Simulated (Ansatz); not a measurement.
## Energy profile

The step: CH₆GeO ([CH3][OH][GeH2]) → CH₄GeO ([CH3][O][GeH]) + H₂; bonds formed: H2–H5; dative contacts that become bonds: Ge1–O3; bonds broken: Ge1–H5, H2–O3 (atoms numbered as in the saddle structure below).

Ge1  (-0.942, -0.957, 1.081)
H2  (-0.997, -0.152, -0.581)
O3  (0.312, -0.426, -0.366)
C4  (1.039, 0.750, -0.098)
H5  (-1.898, -0.115, -0.255)
H6  (-1.242, -2.312, 0.308)
H7  (0.382, 1.598, 0.145)
H8  (1.626, 1.012, -0.982)
H9  (1.721, 0.602, 0.748)
(Å)

Electronic energies by CCSD(T) at an estimated basis limit (MP2 extrapolated from triple and quadruple zeta, plus CCSD(T) − MP2 in triple zeta), on PBE0-D4/def2-TZVP structures; CH₆GeO, singlet; no counterpoise correction. Program: Ansatz 0.2.0. Basis: def2-TZVPP and def2-QZVPP. Cores are frozen in the correlated methods. Filled d shells of the heavier atoms are correlated. The def2 sets are not built for correlating such inner shells, so the correlated values are less sure here. Extrapolation: Hartree–Fock as exp(−7.88 √X), correlation as X^−2.97.

Question: Give the profile in kcal/mol, counted from the start structure. (To be estimated.)

Answer: Computed:
```tsv
point	kcal/mol
start structure	0.00
saddle	24.46
end structure	-0.74
separated: CH₄GeO (linked as [CH3][O][GeH]; Ge1, O3, C4, H6, H7, H8, H9; singlet) + H₂ (H2, H5; singlet)	0.22
```

No T1 diagnostic of these runs exceeds 0.017.

For scale, one of the runs: CCSD(T)/def2-TZVPP, 194 basis functions, launched by `ansatz run in.yaml --threads 4 --pin off --events-out ev --progress --plain --max-ram 9574MiB`. Time: 53 s of wall clock on 4 CPU threads of an Arm Neoverse V1; the host was shared. Peak host memory: 2.3 GiB.
